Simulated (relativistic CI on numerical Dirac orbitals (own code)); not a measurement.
Sensitivity of the levels of Sn I to α and to the nuclear radius

Calculated at this level of theory: Dirac-Coulomb-Breit CI, orbitals from a KLI potential per configuration, valence Slater integrals scaled by 0.85, P86 correlation energy added to each configuration, derivatives by finite differences, QED left out (own radial code, finite nucleus).

Configuration list (outside the closed core [Kr] 4d10): 5s²5p², 5s²5p6s, 5s5p³, 5s²5p6p, 5s²5p5d, 5s²5p6d, 5s²5p4f, 5s²5d². Levels of other configurations are missing.

With x = (α/α₀)² − 1 an excitation energy changes as ω = ω₀ + qx; K = 2q/ω₀ is the relative enhancement. Terms are leading LS components, so labels can repeat. The field-shift factor is F = δν/δ⟨r²⟩ for the transition from the lowest level.

Lowest level 5s²5p² ³P0.

```tsv
Level	ω₀ (cm⁻¹)	q (cm⁻¹)	F (GHz/fm²)
5s²5p² ³P1	1581.9	2148	-0.031
5s²5p² ³P2	3408.4	3666	-0.0457
5s²5p² ¹D2	9542.8	4388	0.0223
5s²5p² ¹S0	18316.5	4560	0.162
5s5p³ ⁵S°2	33117.4	10080	-8.75
5s²5p6s ³P°0	35801.9	-784.2	2.65
5s²5p6s ³P°1	36126.8	-696.3	2.62
5s²5p6s ³P°2	39862.9	3684	2.58
5s²5p6s ¹P°1	40679.3	3633	2.43
5s²5p6p ³D1	43327.2	-417.8	1.87
5s²5p6p ³P1	44142.2	-62.53	1.85
5s²5p6p ³D2	44239.6	-11.97	1.85
5s²5p5d ³D°2	44476.0	2143	-0.12
5s²5p6p ³P0	44559.1	-184.4	1.85
5s²5p5d ³D°1	44721.8	3029	-0.609
5s²5p5d ³F°2	44890.0	582.4	1.59
5s²5p5d ³D°3	45255.9	2245	0.347
5s²5p6p ¹P1	47595.9	4283	1.77
5s²5p6p ³D3	47948.6	4504	1.77
5s²5p5d ³F°3	47963.2	5154	0.00774
5s²5p5d ³F°2	48051.3	5164	0.458
5s²5p6p ³P2	48109.4	4234	1.77
5s²5p6p ³S1	48552.7	4313	1.78
```

Correlation outside the listed configurations is missing or only estimated: errors of thousands of cm⁻¹ between configurations and terms are usual at this charge. Rates and lifetimes follow the computed energies and can be off by large factors. The fine structure of a lone outer electron comes out too small, for d and f at times inverted, and misplaced configurations move strength between like terms.

Task: Which transition from the lowest level has the largest |K|?

Result: 5s²5p² ³P1 at 1581.9 cm⁻¹, K = 2.72.
